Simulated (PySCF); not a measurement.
# Correlation energy of F²⁺ (fluorine, charge +2)

[He] 2s2 2p3, high-spin 4S determinant. Calculation: PySCF 2.14, in dyall-acv3z (15s9p4d2f, 76 functions); no relativity, point nucleus. Frozen: 1s2; 5 electrons correlated; the 19 highest virtual orbitals of each spin left out.

```csv
level,correlation energy (mhartree)
CCSD,-118.90
(T),-1.30
CCSD(T),-120.20
```

Diagnostics: T1 = 0.0029, D1 = 0.0074, largest double amplitude 0.027.

Cost of the coupled-cluster step: of the order of 4 core-seconds, for 5 correlated electrons.
